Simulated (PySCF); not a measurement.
Compound: C5H7FSe2.
Structure used (PBE0-D3(BJ)/def2-SVP), in Å, numbered top down from 1:
```
atom  x, y, z in Å
C1     3.925   -0.044   -0.060
C2     2.497    0.124    0.133
C3     1.304    0.274    0.288
C4    -0.125    0.417    0.480
F5    -0.690    1.227   -0.469
Se6   -0.925   -1.391    0.402
Se7   -3.074   -0.825    1.051
C8    -3.762   -0.172   -0.652
H9     4.302    0.672   -0.806
H10    4.161   -1.060   -0.415
H11    4.474    0.125    0.879
H12   -0.375    0.826    1.471
H13   -4.792    0.162   -0.463
H14   -3.763   -0.980   -1.394
H15   -3.147    0.670   -0.991
```

Method: PBE0-D3(BJ)/def2-SVP geometry optimisation, gas phase in PySCF.

Masses are those of the commonest isotopes; rigid-rotor values at the optimised geometry. The values belong to one conformer with, in the numbering `[CH3:1][C:2]#[C:3][C@@H:4]([F:5])[Se:6][Se:7][CH3:8]`, C3–C4–Se6–Se7 172°, C4–Se6–Se7–C8 81°.

(1) Give the principal moments of inertia and the rotational constants in MHz.

(2) Classify the top.

(3) Is it planar, by Δ = Ic − Ia − Ib?

(4) List the rotational levels J(Ka,Kc) to J = 3 (MHz).

(5) Which lines would a microwave search look for?

Answers

(1) Ia = 198.96, Ib = 1132.77, Ic = 1241.03 u·Å²; 505379 MHz·u·Å²/I gives A = 2540, B = 446.1, C = 407.2 MHz.

(2) A near-prolate asymmetric top; Ray's κ = -0.964.

(3) Not planar: Δ = Ic − Ia − Ib = -90.70 u·Å². For a rigid frame Δ = −2 Σ m c², so Σ m c² = 45.35 u·Å² lies off the ab plane: 9.36 from hydrogen and 35.99 from heavier atoms. The atom farthest from that plane is 1.98 Å away.

(4) Above 0(0,0):
J = 1: 1(0,1) 853, 1(1,1) 2947, 1(1,0) 2986
J = 2: 2(0,2) 2560, 2(1,2) 4615, 2(1,1) 4732, 2(2,1) 11014, 2(2,0) 11014
J = 3: 3(0,3) 5118, 3(1,3) 7117, 3(1,2) 7350, 3(2,2) 13574, 3(2,1) 13576, 3(3,1) 24141, 3(3,0) 24141
The levels of one J sum to (2J + 1)J(J + 1)(A + B + C)/3.

(5) The dipole components are |μa| = 1.67 D, |μb| = 0.07 D, |μc| = 0.02 D. Intensities carry the squares of the components, which stand as 1.00 : 0.00 : 0.00 (a : b : c). Some lines, for components of 0.1 D or more:

```csv
type,branch,"J(Ka,Kc)",MHz,lower level (cm⁻¹)
a,Q,"4(1,3) ← 4(1,4)",389,0.349
a,Q,"5(1,4) ← 5(1,5)",584,0.488
a,R,"1(0,1) ← 0(0,0)",853,0.000
a,R,"2(1,2) ← 1(1,1)",1668,0.098
a,R,"2(0,2) ← 1(0,1)",1706,0.028
a,R,"2(1,1) ← 1(1,0)",1746,0.100
a,R,"3(1,3) ← 2(1,2)",2501,0.154
a,R,"3(0,3) ← 2(0,2)",2558,0.085
a,R,"3(2,2) ← 2(2,1)",2560,0.367
a,R,"3(2,1) ← 2(2,0)",2562,0.367
a,R,"3(1,2) ← 2(1,1)",2618,0.158
a,R,"4(1,4) ← 3(1,3)",3335,0.237
a,R,"4(0,4) ← 3(0,3)",3408,0.171
a,R,"4(2,3) ← 3(2,2)",3413,0.453
a,R,"4(3,2) ← 3(3,1)",3415,0.805
a,R,"4(3,1) ← 3(3,0)",3415,0.805
a,R,"4(2,2) ← 3(2,1)",3418,0.453
a,R,"4(1,3) ← 3(1,2)",3490,0.245
a,R,"5(0,5) ← 4(0,4)",4256,0.284
a,R,"5(2,4) ← 4(2,3)",4266,0.567
a,R,"5(4,2) ← 4(4,1)",4268,1.413
a,R,"5(4,1) ← 4(4,0)",4268,1.413
a,R,"5(3,3) ← 4(3,2)",4269,0.919
a,R,"5(2,3) ← 4(2,2)",4276,0.567
a,R,"5(1,4) ← 4(1,3)",4362,0.362
```

Stationary, but not proved a minimum. These are rigid-rotor constants of the computed structure; measured ground-state constants (B0) also hold zero-point vibration. A rigid rotor knows nothing of internal rotation, which can split or shift real lines.
